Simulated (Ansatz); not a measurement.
Computed with CAM-B3LYP-D3(BJ)/def2-TZVP // PBE0-D3(BJ)/def2-SVP in Ansatz (a first-principles code). Isolated molecules, 0 K electronic values unless said otherwise. One relaxed conformer stands for a flexible species; it need not be the lowest.  In the def2 sets, heavy atoms carry core potentials.

Reference species (SMILES): `[CH3][Sn]([OH])([OH])[OH]` (neutral, multiplicity 1).

```json
{
 "HOMO": "-9.83 eV",
 "HOMO–LUMO gap": "9.84 eV"
}
```

Changed species: `[OH][Sn]([OH])([OH])[CH2]c1ccccc1` (Y = benzyl; the reference has Y = methyl).

**Question.** Predict the effect on the HOMO and HOMO–LUMO gap.

**Answer.** the HOMO rises by 1.58 eV, to -8.25 eV; the HOMO–LUMO gap drops by 1.88 eV, to 7.96 eV.
